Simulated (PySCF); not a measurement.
Si(OH)(NH2)3 (H₇N₃OSi), SMILES N[Si](N)(N)O. Atoms are numbered in the order given.

```xyz
12

N     -1.0737     1.2537    -0.4792
Si    -0.0141    -0.0088     0.0029
N      1.5604     0.5736     0.4424
N      0.0389    -1.0920    -1.3405
O     -0.6005    -0.7632     1.3783
H     -1.4994     1.9020     0.1720
H     -1.1058     1.5804    -1.4374
H      1.9911     1.2955    -0.1275
H      2.2654    -0.0675     0.7956
H     -0.8210    -1.5561    -1.6210
H      0.8219    -1.7352    -1.4082
H     -0.3315    -0.3372     2.2007
```

Coordinates come from a B3LYP-D3(BJ)/def2-SVP optimisation. Other conformers were not sampled.

Two levels are set side by side: PBE/pcSseg-1 (PySCF) and B3LYP/pcSseg-1 (PySCF). GIAO shifts against H2O (¹⁷O), NH3 (¹⁵N), TMS (²⁹Si), TMS (¹H) at the same level; non-relativistic, no solvent, atoms listed together averaged. Differences are taken from unrounded values.

| quantity | B3LYP |
|---|---|
| δ(²⁹Si) of Si2 (ppm) | -43.2 |
| δ(¹⁷O) of O5 (ppm) | 63.6 |
| δ(¹H) of H12 (ppm) | 1.57 |

Question: What does PBE give, and how far is it from B3LYP? (An estimate is asked for; the answer gives what the named calculation found.)

Answer: 
```
quantity                PBE  PBE minus B3LYP
--------------------  -----  ---------------
δ(²⁹Si) of Si2 (ppm)  -39.0              4.2
δ(¹⁷O) of O5 (ppm)     69.3              5.7
δ(¹H) of H12 (ppm)     1.50            -0.08
```

Rough cost on one machine, each run with all the roots and properties that it gave: B3LYP against PBE within a factor of 2.
